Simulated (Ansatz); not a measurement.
**Ligand exchange: C4H9FO + Ge(CH3)F3 → C3H6F2O + Ge(CH3)2F2**

Gas-phase species: C4H9FO `CCCOCF`, singlet; Ge(CH3)F3, singlet; C3H6F2O `FCCOCF`, singlet; Ge(CH3)2F2, singlet. The partners trade CH3 for F: C–CH3 and Ge–F bonds give way to C–F and Ge–CH3.

Shapes, held fixed at every level: PBE0-D4/def2-TZVP. Flexible molecules stand in one conformer, not always the lowest. Programs: Ansatz 0.2.0. The zero-point and thermal change to 298 K, harmonic and unscaled (PBE0-D4/def2-TZVP), is -3.1 kJ/mol.

```
                level                    kind  ΔH(298 K) (kJ/mol)  less CCSD(T)/def2-TZVPP
    PBE-D4/def2-TZVPP                     GGA               +99.2                    -10.9
 r2SCAN-D4/def2-TZVPP                meta-GGA              +106.8                     -3.3
  B3LYP-D4/def2-TZVPP           global hybrid              +102.0                     -8.1
  BHLYP-D4/def2-TZVPP           global hybrid              +105.7                     -4.4
r2SCAN0-D4/def2-TZVPP           global hybrid              +108.0                     -2.1
   wB97X-V/def2-TZVPP  range-separated hybrid              +105.1                     -5.0
         MP2/def2-SVP     perturbation theory              +126.2                    +16.1
   CCSD(T)/def2-TZVPP   coupled cluster or CI              +110.1                      0.0
```

The highest level, CCSD(T)/def2-TZVPP, gives ΔH(298 K) = +110.1 kJ/mol; the levels span +99.2 to +126.2. The column of differences is taken from that level and isn't an error. No measured value is set beside it here. Relativity is left out for Ge. Outer-core shells of Ge are correlated, in sets that cover them unevenly.
